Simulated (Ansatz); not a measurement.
One change: `C[N](C)[In]([CH3])[O][SiH3]` becomes `C[N](C)[In]([OH])[O][SiH3]`.

Ansatz, PBE0-D4/def2-TZVP geometries, multiplicity 1. Each molecule was computed in one conformer, which needn't be the lowest.

Elements past krypton have def2 core potentials.

```tsv
property	`C[N](C)[In]([CH3])[O][SiH3]`
HOMO energy (B3LYP/def2-TZVPP) / eV	-5.94
HOMO–LUMO gap (ωB97M-V/def2-TZVPP) / eV	9.01
HOMO–LUMO gap (PBE0/def2-TZVPP) / eV	5.32
LUMO energy (B3LYP/def2-TZVPP) / eV	-1.10
size of the dipole moment (ωB97M-V/def2-TZVPP) / D	3.35
LUMO energy (PBE/def2-TZVPP) / eV	-1.69
```

Task: What does the change do to each property? (An estimate is asked.)

Result: Computed: 
```
                                          property  `C[N](C)[In]([OH])[O][SiH3]`  shift
               HOMO energy (B3LYP/def2-TZVPP) / eV                         -6.26  -0.32
           HOMO–LUMO gap (ωB97M-V/def2-TZVPP) / eV                          8.91  -0.10
              HOMO–LUMO gap (PBE0/def2-TZVPP) / eV                          4.81  -0.51
               LUMO energy (B3LYP/def2-TZVPP) / eV                         -1.95  -0.85
size of the dipole moment (ωB97M-V/def2-TZVPP) / D                          1.41  -1.94
                 LUMO energy (PBE/def2-TZVPP) / eV                         -2.56  -0.87
```

With PBE0 the HOMO falls by 0.33 eV and the LUMO falls by 0.83 eV, so the gap narrows by about 0.50 eV. PBE moves the HOMO by -0.27 eV and ωB97M-V by -0.33 eV. Dipoles are sizes alone; their direction can turn.

B3LYP here is the variant with VWN-RPA as its local correlation; programs differ in this.
